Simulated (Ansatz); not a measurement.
Geometry optimisation, RKS PBE0-D4/def2-SVP (Ansatz 0.2.0).

Input:

```yaml
crystal:
  periodic: [false, false, false]
  atoms:
    - { symbol: Hf, position_ang: [0.026721, -0.600209, -0.443652] }
    - { symbol: Cl, position_ang: [1.218546, 1.214315, 2.580778] }
    - { symbol: Cl, position_ang: [2.082646, -0.040003, -1.513926] }
    - { symbol: "N", position_ang: [-1.051781, 1.035468, 0.023852] }
    - { symbol: H, position_ang: [-1.884101, 1.381871, -0.446439] }
    - { symbol: H, position_ang: [-0.804321, 1.664679, 0.786575] }
    - { symbol: O, position_ang: [-1.031445, -1.573653, -1.692826] }
    - { symbol: H, position_ang: [-1.432915, -2.18088, -2.311135] }
    - { symbol: O, position_ang: [0.412143, -1.680651, 1.230691] }
    - { symbol: H, position_ang: [0.625679, -2.59865, 1.41164] }
    - { symbol: H, position_ang: [0.960827, -0.092688, 2.650143] }
basis:
  gaussian: { orbitals: def2-SVP }
hamiltonian:
  xc: pbe0
  dispersion: d4
relax:
  f_tol: 0.03
  max_steps: 50
output:
  orbitals: {}
```

Run as:

```bash
$ ansatz run input.yaml --threads 4 --pin off --max-ram 5120MiB --backend cpu --events-out ev --progress --plain --runs-dir out
```

Q: Where does it end, and by what steps?

A: The run converged. After 8 steps the energy has fallen by 0.157 eV; H11 moved furthest, 0.40 Å.

| step | energy less start (eV) | largest force component (eV/Å) | accepted |
| --- | --- | --- | --- |
| 0 | 0.0000 | 1.032 | yes |
| 1 | -0.1023 | 0.689 | yes |
| 2 | -0.1436 | 0.348 | yes |
| 3 | -0.1484 | 0.283 | yes |
| 4 | -0.1535 | 0.110 | yes |
| 5 | -0.1551 | 0.117 | yes |
| 6 | -0.1562 | 0.104 | yes |
| 7 | -0.1571 | 0.037 | yes |
| 8 | -0.1574 | 0.026 | yes |

```xyz
11
Properties=species:S:1:pos:R:3
Hf 0.039 -0.589 -0.447
Cl 1.191 0.996 2.688
Cl 2.069 0.014 -1.535
N -1.049 1.039 0.011
H -1.885 1.406 -0.436
H -0.789 1.640 0.793
O -1.024 -1.642 -1.628
H -1.409 -2.177 -2.320
O 0.476 -1.523 1.244
H 0.580 -2.398 1.623
H 0.924 -0.236 2.283
```

Whether the end is a true minimum wasn't checked by a vibrational analysis.

The run took 32 s on 4 threads of Arm Neoverse V1, on a shared host, peak memory 0.37 GiB.
